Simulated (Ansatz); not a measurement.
Molecule: GeO (charge +1, doublet). SMILES of the parent species: [O]=[Ge]
Structure (B3LYP-D3(BJ)/def2-TZVP (Ansatz, a program for electronic structure) minimum search):
```xyz
2

Ge     0.0000     0.0000    -0.3569
O      0.0000     0.0000     1.4274
```
Charge +1, spin multiplicity 2.

Parts of the frozen-core correlation energy in cc-pVDZ (Ansatz, hartree). Frozen orbitals: 15; correlated occupied orbitals by spin: 5 and 4; virtual: 21 and 22. UHF or UKS for open shells. No spin-orbit coupling. Non-relativistic.

```json
[
 {"term": "reference (HF)", "value": "-2149.86644"},
 {"term": "MP2 opposite-spin", "value": "-0.14960"},
 {"term": "MP2 same-spin", "value": "-0.04623"},
 {"term": "CCSD correlation", "value": "-0.21893"},
 {"term": "(T)", "value": "-0.00642"},
 {"term": "CCSDT minus CCSD(T)", "value": "-0.00107"},
 {"term": "CCSDT(Q) minus CCSD(T)", "value": "-0.00185"},
 {"term": "T1 diagnostic", "value": "0.028"},
 {"term": "largest doubles amplitude", "value": "0.065"},
 {"term": "<S^2> of the reference", "value": "0.762"}
]
```
